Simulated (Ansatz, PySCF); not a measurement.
The pair A = CH4O (SMILES CO) (first 6 atoms), B = GeH4 (SMILES [GeH4]); geometry from B3LYP-D3(BJ)/def2-TZVP.
(charge 0, multiplicity 1):
```xyz
11

C     -0.4500     0.1717     0.4887
O      0.7908     0.2818     1.1747
H     -1.2532     0.7080     1.0051
H     -0.7026    -0.8870     0.4658
H     -0.3814     0.5359    -0.5415
H      1.0421     1.2101     1.2146
Ge     0.0138    -0.1018     4.2512
H     -0.5302    -1.2962     3.4585
H     -0.5792     1.2060     3.7030
H      1.5447    -0.0566     4.1873
H     -0.4202    -0.2431     5.7238
```

Cores are frozen in the correlated methods. Filled d and f shells under p-block atoms count as core. Rows in 6-31G* carry no dispersion term and start afresh at each structure (6-31G* with six Cartesian d functions); the Pople sets are all-electron and without relativity. MP2/6-31G* freezes PySCF's default core, which leaves 3d correlated.

The values were computed with Ansatz (Gaussian orbitals); PySCF for 6-31G* rows. Each number belongs to the level named beside it.

Total energies (hartree), monomers frozen at their geometry in the pair:

```tsv
structure	B3LYP/6-31G*	MP2/6-31G*	MP2/aug-cc-pVDZ
AB	-2194.8703705	-2192.9880214	-2193.1876459
A in the pair's basis	-115.7176124	-115.3495495	-115.4224194
B in the pair's basis	-2079.1533176	-2077.6379706	-2077.7624613
A	-115.7142282	-115.3460017	-115.4216752
B	-2079.1531604	-2077.6375430	-2077.7616157
```

Task: Work out the interaction energy without and with the counterpoise correction, and the superposition error, for each level.

Result: 
E(AB) − E(A) − E(B), times 627.509 kcal/mol, with the monomers in their own basis and then in the pair's basis:
- B3LYP/6-31G*: -1.87 uncorrected, 0.35 corrected; the monomers gain 2.22 kcal/mol from borrowed functions
- MP2/6-31G*: -2.81 uncorrected, -0.31 corrected; the monomers gain 2.49 kcal/mol from borrowed functions
- MP2/aug-cc-pVDZ: -2.73 uncorrected, -1.74 corrected; the monomers gain 1.00 kcal/mol from borrowed functions

Ansatz is a quantum-chemistry and plane-wave program.
